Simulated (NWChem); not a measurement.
System: GeBr2, singlet; SMILES [Br][Ge][Br]

Input file for NWChem:

```
start job
memory heap 200 mb stack 900 mb global 1100 mb
geometry units angstroms noautoz
  Ge     0.000000     0.000000     1.021120
  Br     1.813687     0.000000    -0.466277
  Br    -1.813687     0.000000    -0.466277
end
basis spherical
  * library 6-31g*
end
dft
  xc b3lyp
  iterations 150
  mulliken
end
task dft energy
```

Low-valent species are run as closed-shell singlets; no triplet was tried in these runs. Structure relaxed at the PBE0/def2-SVP level.

Task: Predict the main results of this run. (B3LYP/6-31G* (spherical d).) Quantities: energy (Ha); highest occupied level (eV); orbital gap (eV); dipole (D).

Result: 
```yaml
energy (Ha): -7224.61
highest occupied level (eV): -7.61
orbital gap (eV): 4.15
dipole (D): 1.92
```
